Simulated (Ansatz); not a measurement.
Species: sum formula H₁₀Si₄O (charge 0, singlet). SMILES: [SiH3][Si]([SiH3])(O)[SiH3]
Structure (B3LYP-D3(BJ)/def2-TZVP (Ansatz, a quantum-chemistry and plane-wave program) minimum search):
```
Si
O 1 1.6728
H 2 0.9610 1 117.74
Si 1 2.3436 2 106.47 3 -180.00
H 4 1.4829 1 111.19 2 -60.88
H 4 1.4829 5 109.07 1 -122.98
H 4 1.4846 5 108.72 6 -118.40
Si 1 2.3541 2 111.73 3 -60.50
H 8 1.4838 1 111.54 2 -62.42
H 8 1.4843 9 108.79 1 120.81
H 8 1.4862 9 108.22 10 117.55
Si 1 2.3541 2 111.73 3 60.50
H 12 1.4838 1 111.54 2 62.42
H 12 1.4843 13 108.79 1 -120.81
H 12 1.4862 13 108.22 14 -117.55
```

Computed values are from Ansatz. Valence correlation only, unless marked. UHF or UKS for open shells. No spin-orbit coupling. No relativistic terms. CBS marks a two-point X^-3 extrapolation of the correlation energy; Hartree-Fock from the larger set.

* **atomisation energy De**: 4592.7 kJ/mol at CCSD(T)/CBS(cc-pV(T+d)Z,cc-pV(Q+d)Z)
* **total energy**: -1237.5108 Eh at CCSD(T)/CBS(cc-pV(T+d)Z,cc-pV(Q+d)Z)
* **dipole moment**: 1.01 D at CCSD(T)/aug-cc-pV(D+d)Z
* **T1 diagnostic**: 0.014 at CCSD/cc-pV(Q+d)Z
